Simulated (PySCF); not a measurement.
C8H7FO.
Atom-mapped SMILES: `[CH3:1][c:2]1[cH:3][cH:4][cH:5][c:6]([C:7](=[O:8])[F:9])[cH:10]1` (hydrogens: H11, H12, H13 on C1; H14 on C3; H15 on C4; H16 on C5; H17 on C10)

Computed with PySCF 2.14.0, PBE0-D3(BJ)/def2-SVP geometry optimisation, gas phase.

Some entries are withheld. Bonds in one row agree within 0.01 Å.

```tsv
coordinate	value
C1–C2	?
C2–C3	?
C3–C4	1.392 Å
C4–C5	1.392 Å
C5–C6	?
C6–C7	?
C7=O8	1.187 Å
C7–F9	1.343 Å
C6–C10	1.400 Å
C2–C10	1.394 Å
C1–H11, C1–H12, C1–H13	1.100 Å
C3–H14	1.094 Å
C4–H15	1.092 Å
C5–H16	1.090 Å
C10–H17	1.093 Å
C1–C2–C3	120.7°
C1–C2–C10	121.4°
C3–C2–C10	?
C2–C3–C4	121.4°
C3–C4–C5	120.3°
C4–C5–C6	119.0°
C5–C6–C7	121.8°
C5–C6–C10	?
C7–C6–C10	117.7°
C6–C7–O8	127.5°
C6–C7–F9	112.2°
O8–C7–F9	?
C2–C10–C6	121.0°
```

Problem. Estimate the withheld lengths and angles.

Solution. 
- C1–C2 = 1.501 Å, drawn single (benzylic-type carbon to substituted aromatic carbon); 0.01 Å above the sum of covalent radii, 1.49 Å.
- C2–C3 = 1.403 Å, aromatic (substituted aromatic carbon to aromatic CH carbon); 0.06 Å below the sum of covalent radii, 1.46 Å.
- C5–C6 = 1.398 Å, aromatic (aromatic CH carbon to substituted aromatic carbon); 0.06 Å below the sum of covalent radii, 1.46 Å.
- C6–C7 = 1.476 Å, drawn single (substituted aromatic carbon to acyl halide carbon); 0.02 Å above the sum of covalent radii, 1.46 Å.
- C3–C2–C10 = 118.0°, at the substituted aromatic carbon, inside a 6-membered ring; the outer atoms are 2.397 Å apart.
- C5–C6–C10 = 120.4°, at the substituted aromatic carbon, inside a 6-membered ring; the outer atoms are 2.428 Å apart.
- O8–C7–F9 = 120.3°, at the acyl halide carbon; the outer atoms are 2.195 Å apart.

Radii are Cordero's, carbon taken as 0.76, 0.73 or 0.69 Å for four, three, and two or fewer neighbours.

Whether it is a minimum is left open (no frequencies). The numbers are those of one conformer (C5–C6–C7–O8 179°).
